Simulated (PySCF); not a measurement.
Isomers of C3H8OSSi, mass 120.007 u with the commonest isotopes. Theory: PBE0-D3(BJ)/def2-SVP geometry optimisation, gas phase (PySCF 2.14.0). One conformer each, none proved a minimum here; rigid rotors.

Question: Order these by rotational constant C, smallest first.
A. `[CH3:1][C:2](=[S:3])[CH2:4][O:5][SiH3:6]` with C1–C2–C4–O5 -5°, C2–C4–O5–Si6 180°
B. `[CH2:1]=[CH:2][O:3][SiH2:4][S:5][CH3:6]` with C1–C2–O3–Si4 -1°, C2–O3–Si4–S5 180°, O3–Si4–S5–C6 -179°
C. `[CH3:1][S:2]/[CH:3]=[CH:4]/[O:5][SiH3:6]` with C1–S2–C3–C4 -1°, C3–C4–O5–Si6 -2°

Answer: C (819.0 MHz), A (841.3 MHz), B (915.6 MHz).

Question: Order these by rotational constant A, smallest first.
A. `[CH3:1][S:2]/[CH:3]=[CH:4]/[O:5][SiH3:6]` with C1–S2–C3–C4 -1°, C3–C4–O5–Si6 -2°
B. `[CH2:1]=[CH:2][O:3][SiH2:4][S:5][CH3:6]` with C1–C2–O3–Si4 -1°, C2–O3–Si4–S5 180°, O3–Si4–S5–C6 -179°
C. `[CH3:1][C:2](=[S:3])[CH2:4][O:5][SiH3:6]` with C1–C2–C4–O5 -5°, C2–C4–O5–Si6 180°

Answer: C (6433 MHz), A (7273 MHz), B (8325 MHz).

Question: Order these by dipole moment, largest first.
A. `[CH3:1][C:2](=[S:3])[CH2:4][O:5][SiH3:6]` with C1–C2–C4–O5 -5°, C2–C4–O5–Si6 180°
B. `[CH3:1][S:2]/[CH:3]=[CH:4]/[O:5][SiH3:6]` with C1–S2–C3–C4 -1°, C3–C4–O5–Si6 -2°
C. `[CH2:1]=[CH:2][O:3][SiH2:4][S:5][CH3:6]` with C1–C2–O3–Si4 -1°, C2–O3–Si4–S5 180°, O3–Si4–S5–C6 -179°

Answer: A (2.40 D), C (1.87 D), B (0.63 D).

```csv
SMILES,point group,Ia (u·Å²),Ib (u·Å²),Ic (u·Å²),κ,μa (D),μb (D),μc (D)
CS/C=C/O[SiH3],near Cs,69.48,556.93,617.07,-0.97,0.02,0.63,0.06
CC(=S)CO[SiH3],near Cs,78.57,534.45,600.68,-0.96,2.35,0.47,0.11
C=CO[SiH2]SC,Cs,60.71,500.48,551.95,-0.97,0.59,1.78,0.00
```
